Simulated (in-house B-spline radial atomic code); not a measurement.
A fraction x of an electron is removed from 1s in N⁵⁺, starting from 1s2 and keeping the highest spin. Method: non-relativistic PBE0, spin-polarised, spherical fractional occupations, point nucleus. Calculated with an all-electron radial atomic-structure program (B-spline basis).

Caution: exact exchange at fractional occupations of open shells leaves self-interaction of up to several eV.

| x | E(x) - E(0) (eV) | 1s down level (eV) |
| --- | --- | --- |
| 0 | 0.0000 | -521.541 |
| 0.08 | 41.9322 | -526.758 |
| 0.19 | 100.2665 | -533.847 |
| 0.27 | 143.1779 | -538.926 |
| 0.41 | 219.2381 | -547.594 |
| 0.5 | 268.7646 | -552.963 |
| 0.61 | 329.9378 | -559.207 |
| 0.64 | 346.7384 | -560.828 |
| 0.82 | 448.4887 | -569.269 |
